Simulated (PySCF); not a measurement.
SMILES Cl[Si](N[SiH2]F)(Cl)Cl (PBE0/def2-SVP optimised geometry):

```
10

Si     0.936    -1.469     0.000
F      0.458    -2.223     1.355
N      0.428     0.193     0.000
Si    -1.059     0.899    -0.464
Cl    -0.899     1.976    -2.200
Cl    -2.420    -0.598    -0.754
Cl    -1.722     2.186     0.983
H      0.334    -2.186    -1.146
H      2.420    -1.469     0.000
H      1.099     0.848     0.400
```

Method: PBE0/def2-TZVP run with PySCF.

What are the frontier orbital energies and the dipole moment?

HOMO-2 -9.63 eV, HOMO-1 -9.32 eV, HOMO -8.80 eV, LUMO -0.20 eV, LUMO+1 0.31 eV; dipole moment 1.94 D.

Meta-Löwdin charges at PBE0/def2-TZVP: Si1 1.02, F2 -0.51, N3 -0.81, Si4 1.05, Cl5 -0.27, Cl6 -0.26, Cl7 -0.27, H8 -0.11, H9 -0.11, H10 0.26.
